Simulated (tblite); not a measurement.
Species: tris(dimethylamino)phosphine, C₆H₁₈N₃P.
Structure used (GFN2-xTB), in Å, numbered top down from 1:
```xyz
28
C6H18N3P angstrom
C     -1.464    2.364    0.605
N     -0.563    1.442   -0.043
C     -0.668    1.439   -1.481
P      0.098    0.194    0.916
N      1.490   -0.084   -0.079
C      2.254   -1.277    0.237
C      2.369    1.060   -0.236
N     -0.689   -1.278    0.551
C     -0.841   -1.853   -0.764
C     -1.657   -1.756    1.509
H     -1.235    3.393    0.304
H     -2.513    2.163    0.354
H     -1.342    2.278    1.684
H     -1.673    1.151   -1.817
H     -0.456    2.441   -1.871
H      0.056    0.744   -1.895
H      1.578   -2.083    0.511
H      2.960   -1.117    1.061
H      2.826   -1.576   -0.646
H      2.954    0.935   -1.152
H      3.069    1.171    0.601
H      1.777    1.968   -0.316
H     -0.736   -2.942   -0.706
H     -0.067   -1.464   -1.420
H     -1.825   -1.631   -1.196
H     -1.541   -2.835    1.660
H     -2.690   -1.569    1.186
H     -1.493   -1.250    2.459
```

Level: GFN2-xTB in tblite, geometry and Hessian alike; calculated harmonic values, unscaled, isolated species. Against measured fundamentals such values can be off by several per cent, at times by over 20. One conformer, not necessarily the lowest.

Harmonic wavenumbers (cm⁻¹): 39.1, 66.7, 73.8, 101.8, 113.1, 151.4, 171.6, 205.4, 213.5, 222.2, 226.3, 240.0, 272.0, 279.2, 293.0, 308.4, 332.2, 340.3, 391.3, 400.8, 467.1, 639.6, 653.8, 684.3, 967.8, 972.2, 993.9, 1039.8, 1041.8, 1044.7, 1088.0, 1094.4, 1095.4, 1119.0, 1122.1, 1141.0, 1180.2, 1212.9, 1216.6, 1239.5, 1252.4, 1260.9, 1396.8, 1406.7, 1407.8, 1416.7, 1417.3, 1420.1, 1462.9, 1474.1, 1474.7, 1479.9, 1482.9, 1493.1, 1497.2, 1499.4, 1505.1, 1506.4, 1509.0, 1514.5, 2879.9, 2881.8, 2884.0, 2887.3, 2894.0, 2896.0, 2925.0, 2926.3, 2930.6, 2932.8, 2953.1, 2957.9, 3007.2, 3008.6, 3037.4, 3038.7, 3041.0, 3048.0.

A = 1189, B = 1142, C = 774.0 MHz; mass 163.124 u (most abundant isotopes); point group Cs, symmetry number 1.

Q: Zero-point energy?

A: ½Σν̃ = 53232 cm⁻¹ = 152.20 kcal/mol.

Q: What is S at 350 K and 1 bar for an ideal gas of classical rigid rotors and harmonic oscillators?

A: Translation 42.00, rotation 30.58, vibration 56.53: S = 129.1 cal/(mol K).

Q: And Cp and H(350 K) − H(0)?

A: Cp = 60.58 cal/(mol K), of which vibrations give 52.63 (their classical limit is 78 R = 155.0); H(350 K) − H(0) = 12.93 kcal/mol without the zero-point energy, 10.15 from vibrations.

Q: Blend soft modes into free rotors: weight 1/[1 + (100 cm⁻¹/ν̃)⁴] for the oscillator and the rest for a rotor with moment μB/(μ + B), μ = h/(8π²ν), B = 10⁻⁴⁴ kg m². What vibrational entropy results?

A: 52.46 cal/(mol K) in place of 56.53, which changes −T·S at 350 K by +1.42 kcal/mol.

Q: How do the functions run with temperature in this model?

A: 
```
T (K)  S (cal/(mol K))  Cp (cal/(mol K))  H − H(0) (kcal/mol)  G − H(0) (kcal/mol)  ln q(vib)
  100             76.7              27.5                 1.66                -6.01       2.74
  200            100.8              42.4                 5.23               -14.94       7.31
  300            120.3              54.3                10.06               -26.02      11.74
  500            153.8              78.7                23.40               -53.51      19.90
  800            197.2             105.8                51.38              -106.34      31.06
 1000            222.2             118.2                73.84              -148.32      37.91
```

q(vib) and H(0) count from the zero-point level.

Hindered rotation and anharmonicity are outside this model. Other conformers, if any are populated, would add a mixing term that is left out.
